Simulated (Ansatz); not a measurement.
`N=C=C[O][AlH2]`, charge 0, multiplicity 1.

(1) Give a relaxed structure at PBE0-D4/def2-TZVP (Ansatz 0.2.0). (Best estimate.)

Answers

(1) Ansatz gave: 
Cartesian coordinates in Å:
```
N -0.5827 2.2583 0.5709
C 0.1324 1.4102 0.0497
C 1.0038 0.5225 -0.3720
O 0.9435 -0.8066 -0.1052
Al -0.3032 -1.9243 0.1886
H -1.4130 2.5028 0.0278
H 1.8395 0.8534 -0.9788
H -1.8028 -1.4412 0.0607
H 0.1825 -3.3750 0.5583
```
This is one stationary point; other conformers may exist.
